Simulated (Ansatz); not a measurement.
Single points on the cluster Cu3H.

```yaml
crystal:
  periodic: [false, false, false]
  atoms:
    - {symbol: Cu, position_ang: [1.205235, 0.456378, -0.578394]}
    - {symbol: Cu, position_ang: [-0.280414, 0.508628, 1.285684]}
    - {symbol: Cu, position_ang: [-0.277367, -1.372681, -0.183265]}
    - {symbol: H, position_ang: [-0.647465, 0.407675, -0.524024]}
basis:
  gaussian: {orbitals: def2-TZVP, initial_orbitals: start.molden}
magnetization: {spin_polarized: true, initial_magnetization: 4}
hamiltonian: {xc: pbe0, dispersion: d4}
scf: {omitted_lower_state_checks: [starts]}
output: {orbitals: {seedname: orbitals}}
```

The file start.molden holds the orbitals of an earlier run on this structure, at another level or in another basis.

```sh
$ ansatz run in.yaml --threads 4 --pin off --events-out ev --progress --plain --max-ram 3916MiB
```

Shortened log:

```
Functional definition: PBE0
1467 factors; integrals over basis functions are off by at most 9.2e-4 eV
mean field evaluation 1: about -133912.8864 eV, gradient 1.0e2 eV
mean field evaluation 2: about -133914.8562 eV, gradient 4.1e0 eV
mean field evaluation 4: about -133915.2574 eV, gradient 4.1e-1 eV
mean field evaluation 8: about -133915.2599 eV, gradient 7.7e-5 eV
mean field -133915.25988041 eV, -4921.2950295817 hartree, gradient 1.5e-5 eV, S^2 6.017995; 0 other end points of the search recorded, 0 dependent functions left out
reference -133915.25991602 eV, -4921.2950308904 hartree; 46, 42 occupied and 95, 99 virtual orbitals, 1467 factors
Total energy: -133915.35789485 eV, -4921.2986315460 hartree
Checks for a lower state left out: starts
```

Hardware: 4 threads of Arm Neoverse V2 on a shared host. Wall time 12 s, peak host memory 0.6 GiB.

First input, but with `hamiltonian: {xc: pbe, dispersion: d4}` (abridged; 4.1 s):

```
Functional definition: PBE
mean field -133916.36337750 eV, -4921.3355823519 hartree, gradient 1.4e-5 eV, S^2 6.005293
Total energy: -133916.48066614 eV, -4921.3398926299 hartree
Checks for a lower state left out: starts
```

As the first input, with `hamiltonian: {xc: r2scan, dispersion: d4}` (abridged; 13 s):

```
Functional definition: r2SCAN
mean field evaluation 16: about -133935.1654 eV, gradient 2.3e-5 eV
mean field -133935.16537130 eV, -4922.0265428796 hartree, gradient 2.9e-6 eV, S^2 6.015278
Total energy: -133935.18670756 eV, -4922.0273269727 hartree
Checks for a lower state left out: starts
```

Geometry: PBE-D4/def2-TZVP.

At PBE0-D4/def2-TZVP a singlet of charge 0 lies 3.79 eV below the quintet, each at its own geometry. The structure comes from a short search, and lower isomers may exist.
